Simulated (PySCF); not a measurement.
C4H11As, triplet, at the geometry of the source list (a higher spin typed on purpose: for a closed-shell molecule this is an excited state); R2SCAN/6-31G in PySCF.

The PySCF input:
```python
from pyscf import gto, scf, dft

mol = gto.Mole()
mol.atom = '''
    C    -0.08740000    1.16880000    0.76160000
    C     0.00820000   -0.09490000   -0.08360000
    C    -0.10500000   -1.32450000    0.81330000
    C    -1.10940000   -0.10710000   -1.12230000
    As    1.77300000   -0.19690000   -1.06620000
    H    -1.03760000    1.20090000    1.29690000
    H    -0.02260000    2.05890000    0.13380000
    H     0.71770000    1.20280000    1.49660000
    H    -0.02570000   -2.24060000    0.22260000
    H    -1.05540000   -1.33510000    1.34390000
    H     0.69840000   -1.32720000    1.55240000
    H    -1.06060000   -1.01630000   -1.72710000
    H    -1.01950000    0.75420000   -1.78950000
    H    -2.08880000   -0.06700000   -0.64170000
    H     1.81890000    1.27520000   -1.36110000
    H     2.59580000    0.04890000    0.17040000
'''
mol.basis = '6-31g'
mol.spin = 2
mol.verbose = 5
mol.build()

mf = dft.UKS(mol)
mf.xc = 'r2scan'
mf.grids.atom_grid = (30, 110)
mf.kernel()
mf.analyze()
```

### Question
Predict the main parts of the log of this PySCF run.

### Answer

```
PySCF version 2.14.0

[INPUT] verbose = 5
[INPUT] max_memory = 4000
[INPUT] num. atoms = 16
[INPUT] num. electrons = 68
[INPUT] charge = 0
[INPUT] spin (= nelec alpha-beta = 2S) = 2
[INPUT] symmetry False subgroup None
[INPUT] Mole.unit = angstrom
[INPUT] Symbol           X                Y                Z      unit          X                Y                Z       unit  Magmom
[...]
[INPUT] ---------------- BASIS SET ----------------
[INPUT] l, kappa, [nprim/nctr], expnt,             c_1 c_2 ...
[INPUT] H
[...]
                                2.8253937         0.23472695
                                0.6401217         0.81375733
[...]
[INPUT] C
[...]
                                457.36951         0.0140373
                                103.94869         0.0688426
                                29.210155         0.2321844
                                9.286663          0.4679413
                                3.163927          0.362312
[...]
                                1.8812885         -0.1608542
                                0.5442493         1.1434564
[...]
                                1.8812885         0.316424
                                0.5442493         0.7443083
[...]
[INPUT] As
[...]
                                15104.82          0.01323462
                                3440.884          0.06535848
                                970.3961          0.2278042
                                311.2852          0.4774525
                                106.6284          0.3567619
[...]
                                516.5414          0.03033475
                                167.8674          0.1259057
                                63.64638          -0.006687172
                                26.13673          -0.6065306
                                10.85439          -0.4823144
[...]
                                33.18087          0.05632506
                                14.06773          0.2625835
                                6.153288          -0.1718349
                                2.721712          -0.7175645
                                1.185334          -0.3184598
[...]
                                0.55133           -0.1952737
                                0.222762          -0.95954
[...]
                                516.5414          0.03023558
                                167.8674          0.1328632
                                63.64638          0.3447648
                                26.13673          0.4640368
                                10.85439          0.2064824
[...]
                                33.18087          -0.02970303
                                14.06773          0.04704335
                                6.153288          0.3645042
                                2.721712          0.4945157
                                1.185334          0.214983
[...]
                                0.55133           0.3072764
                                0.222762          0.7537368
[...]
                                13.84166          0.3792908
                                4.393458          0.7040401
[...]
nuclear repulsion = 368.309167016023
number of shells = 53
number of NR pGTOs = 222
number of NR cGTOs = 85
basis = 6-31g
ecp = {}

******** <class 'pyscf.dft.uks.UKS'> ********
method = UKS
initial guess = minao
damping factor = 0
level_shift factor = 0
DIIS = <class 'pyscf.scf.diis.CDIIS'>
diis_start_cycle = 1
diis_space = 8
diis_damp = 0
SCF conv_tol = 1e-09
SCF conv_tol_grad = None
SCF max_cycles = 50
direct_scf = True
direct_scf_tol = 1e-13
number electrons alpha = 35  beta = 33
XC library pyscf.dft.libxc version 7.1.2
    S. Lehtola, C. Steigemann, M. J. T. Oliveira, and M. A. L. Marques,  SoftwareX 7, 1–5 (2018)
XC functionals = r2scan
    J. W. Furness, A. D. Kaplan, J. Ning, J. P. Perdew, and J. Sun,  J. Phys. Chem. Lett. 11, 8208–8215 (2020)
    J. W. Furness, A. D. Kaplan, J. Ning, J. P. Perdew, and J. Sun,  J. Phys. Chem. Lett. 11, 9248–9248 (2020)
    J. W. Furness, A. D. Kaplan, J. Ning, J. P. Perdew, and J. Sun,  J. Phys. Chem. Lett. 11, 8208–8215 (2020)
    J. W. Furness, A. D. Kaplan, J. Ning, J. P. Perdew, and J. Sun,  J. Phys. Chem. Lett. 11, 9248–9248 (2020)
radial grids:
    Treutler-Ahlrichs [JCP 102, 346 (1995); DOI:10.1063/1.469408] (M4) radial grids

becke partition: Becke, JCP 88, 2547 (1988); DOI:10.1063/1.454033
pruning grids: <function nwchem_prune>
grids dens level: 3
symmetrized grids: False
atomic radii adjust function: <function treutler_atomic_radii_adjust>
User specified grid scheme (30, 110)
small_rho_cutoff = 0
Set gradient conv threshold to 3.16228e-05
atom C rad-grids = 30, ang-grids = [ 50  50  50  50  50  50  50  50  50  86  86  86  86  86  86 110 110 110
 110 110 110 110 110  86  86  86  86  86  86  86]
atom As rad-grids = 30, ang-grids = [ 50  50  50  50  50  50  50  50  50  86  86  86  86  86  86  86  86  86
 110 110 110 110 110 110 110 110  86  86  86  86]
atom H rad-grids = 30, ang-grids = [ 50  50  50  50  50  50  50  50  50  86  86  86  86  86 110 110 110 110
 110 110 110 110 110  86  86  86  86  86  86  86]
tot_boxes 3584, boxes in each direction [14 14 12]
Padding 0 grids
tot grids = 39432
nelec by numeric integration = [33.97978195 33.97978195]
E1 = -4053.3856349845555  E2 = 1291.32068896878  Ecoul = 1399.8067092792448  Exc = -108.486020310465
init E= -2393.75577899975
cond(S) = 957.7930920964054

  alpha mo_energy =
[-4.25317914e+02 -5.37441175e+01 -4.79851750e+01 -4.79851685e+01
 -4.79848548e+01 -1.01503211e+01 -1.01502609e+01 -1.01498474e+01
 -1.01411727e+01 -6.98806870e+00 -5.01978350e+00 -5.01972205e+00
 -5.01882684e+00 -1.57379837e+00 -1.57316739e+00 -1.57060147e+00
 -1.57034933e+00 -1.56996256e+00 -8.83956682e-01 -7.57671839e-01
 -7.57329341e-01 -6.72295735e-01 -5.89976313e-01 -5.06222552e-01
 -5.03637889e-01 -4.99701290e-01 -4.51260598e-01 -4.48931657e-01
 -4.23200909e-01 -3.95781421e-01 -3.95485874e-01 -3.79877512e-01
[...]
converged SCF energy = -2394.24372701973  <S^2> = 2.0063183  2S+1 = 3.0042093
Total Energy =                       -2394.243727019725611
[...]
9 H 1s          -0.00026   0.00052  -0.00044   0.00037  -0.00033
9 H 2s           0.00379  -0.00370   0.00268  -0.00253   0.00050
10 H 1s          0.00042  -0.00104   0.00066   0.00017   0.00104
10 H 2s          0.00400   0.00061  -0.00340   0.00145  -0.00291
11 H 1s         -0.00028   0.00026  -0.00070  -0.00116   0.00121
11 H 2s         -0.00199  -0.00097   0.00192   0.00075  -0.00118
12 H 1s          0.00037   0.00110  -0.00064   0.00026   0.00099
12 H 2s          0.00354   0.00011   0.00572  -0.00045  -0.00298
13 H 1s         -0.00013  -0.00045   0.00057   0.00024  -0.00032
13 H 2s          0.00164   0.00318  -0.00443  -0.00166   0.00058
14 H 1s          0.00071   0.00801   0.02079  -0.00727  -0.01097
14 H 2s         -0.00026  -0.00739  -0.00787   0.00164   0.00441
15 H 1s          0.00050  -0.00771  -0.02145   0.00242  -0.01134
15 H 2s         -0.00019   0.00723   0.00653  -0.00411   0.00301

To work with the spin densities directly, `use mulliken_meta_spin()` only printing them here.

 ** Mulliken spin pop alpha/beta on meta-lowdin orthogonal AOs **
 ** Mulliken Spin Density (per AO)  **
spin_pop of  0 C 1s       -0.00000
spin_pop of  0 C 2s        0.00168
spin_pop of  0 C 3s        0.00030
spin_pop of  0 C 2px       0.00334
spin_pop of  0 C 2py       0.00627
spin_pop of  0 C 2pz       0.00702
spin_pop of  0 C 3px       0.00031
spin_pop of  0 C 3py       0.00051
spin_pop of  0 C 3pz       0.00044
spin_pop of  1 C 1s       -0.00001
spin_pop of  1 C 2s        0.10844
spin_pop of  1 C 3s        0.00658
spin_pop of  1 C 2px       0.28783
spin_pop of  1 C 2py       0.01561
spin_pop of  1 C 2pz       0.10203
spin_pop of  1 C 3px       0.00806
spin_pop of  1 C 3py       0.00021
spin_pop of  1 C 3pz       0.00301
spin_pop of  2 C 1s        0.00000
spin_pop of  2 C 2s        0.00006
spin_pop of  2 C 3s        0.00036
spin_pop of  2 C 2px       0.00051
spin_pop of  2 C 2py      -0.00455
spin_pop of  2 C 2pz      -0.00521
spin_pop of  2 C 3px       0.00033
spin_pop of  2 C 3py       0.00033
spin_pop of  2 C 3pz       0.00025
spin_pop of  3 C 1s        0.00000
spin_pop of  3 C 2s        0.00025
spin_pop of  3 C 3s        0.00037
spin_pop of  3 C 2px      -0.00350
spin_pop of  3 C 2py      -0.00246
spin_pop of  3 C 2pz      -0.00560
spin_pop of  3 C 3px       0.00063
spin_pop of  3 C 3py       0.00007
spin_pop of  3 C 3pz       0.00016
spin_pop of  4 As 1s        0.00000
spin_pop of  4 As 2s        0.00000
spin_pop of  4 As 3s        0.00019
spin_pop of  4 As 4s        0.09597
spin_pop of  4 As 5s        0.00073
spin_pop of  4 As 2px       0.00000
spin_pop of  4 As 2py       0.00000
spin_pop of  4 As 2pz       0.00000
spin_pop of  4 As 3px       0.00002
spin_pop of  4 As 3py       0.00001
spin_pop of  4 As 3pz       0.00002
spin_pop of  4 As 4px       0.54681
spin_pop of  4 As 4py       0.26584
spin_pop of  4 As 4pz       0.33178
spin_pop of  4 As 5px       0.05138
spin_pop of  4 As 5py       0.00401
spin_pop of  4 As 5pz       0.00416
spin_pop of  4 As 3dxy     -0.00002
spin_pop of  4 As 3dyz     -0.00001
spin_pop of  4 As 3dz^2    -0.00009
spin_pop of  4 As 3dxz      0.00037
spin_pop of  4 As 3dx2-y2    0.00026
spin_pop of  4 As 4dxy      0.00000
spin_pop of  4 As 4dyz     -0.00000
spin_pop of  4 As 4dz^2    -0.00001
spin_pop of  4 As 4dxz      0.00080
spin_pop of  4 As 4dx2-y2    0.00063
spin_pop of  5 H 1s        0.04578
spin_pop of  5 H 2s        0.00017
spin_pop of  6 H 1s        0.00800
spin_pop of  6 H 2s        0.00087
spin_pop of  7 H 1s        0.00842
spin_pop of  7 H 2s        0.00094
spin_pop of  8 H 1s        0.00859
spin_pop of  8 H 2s        0.00072
spin_pop of  9 H 1s        0.01619
spin_pop of  9 H 2s        0.00003
spin_pop of  10 H 1s        0.00745
spin_pop of  10 H 2s        0.00083
spin_pop of  11 H 1s        0.00783
spin_pop of  11 H 2s        0.00072
spin_pop of  12 H 1s        0.00757
spin_pop of  12 H 2s        0.00077
spin_pop of  13 H 1s        0.01344
spin_pop of  13 H 2s        0.00003
spin_pop of  14 H 1s        0.01057
spin_pop of  14 H 2s        0.00568
spin_pop of  15 H 1s        0.01307
spin_pop of  15 H 2s        0.00582
 ** Mulliken Spin Density (per atom)  **
spin density of  0 C =      0.01987
spin density of  1 C =      0.53177
spin density of  2 C =     -0.00793
spin density of  3 C =     -0.01007
spin density of  4 As =      1.30287
spin density of  5 H =      0.04595
spin density of  6 H =      0.00888
spin density of  7 H =      0.00936
spin density of  8 H =      0.00931
spin density of  9 H =      0.01622
spin density of  10 H =      0.00828
spin density of  11 H =      0.00855
spin density of  12 H =      0.00834
spin density of  13 H =      0.01347
spin density of  14 H =      0.01625
spin density of  15 H =      0.01889
 ** Mulliken pop alpha/beta on meta-lowdin orthogonal AOs **
 ** Mulliken pop       alpha | beta **
In total            35.00000 | 33.00000
 ** Mulliken atomic charges   ( Nelec_alpha | Nelec_beta ) **
charge of  0C =     -0.33498  (     3.17742      3.15755 )
charge of  1C =     -0.12278  (     3.32727      2.79551 )
charge of  2C =     -0.33664  (     3.16435      3.17229 )
charge of  3C =     -0.33436  (     3.16214      3.17221 )
charge of  4As =      0.16336  (    17.06976     15.76689 )
charge of  5H =      0.13206  (     0.45695      0.41100 )
charge of  6H =      0.10992  (     0.44948      0.44060 )
charge of  7H =      0.10914  (     0.45011      0.44075 )
charge of  8H =      0.11076  (     0.44927      0.43996 )
charge of  9H =      0.11654  (     0.44984      0.43362 )
charge of  10H =      0.10443  (     0.45192      0.44364 )
charge of  11H =      0.11093  (     0.44881      0.44026 )
charge of  12H =      0.10360  (     0.45237      0.44403 )
charge of  13H =      0.11361  (     0.44993      0.43646 )
charge of  14H =     -0.02160  (     0.51892      0.50268 )
charge of  15H =     -0.02399  (     0.52144      0.50255 )
Dipole moment(X, Y, Z, Debye): -1.62225,  0.34319,  1.08181
```
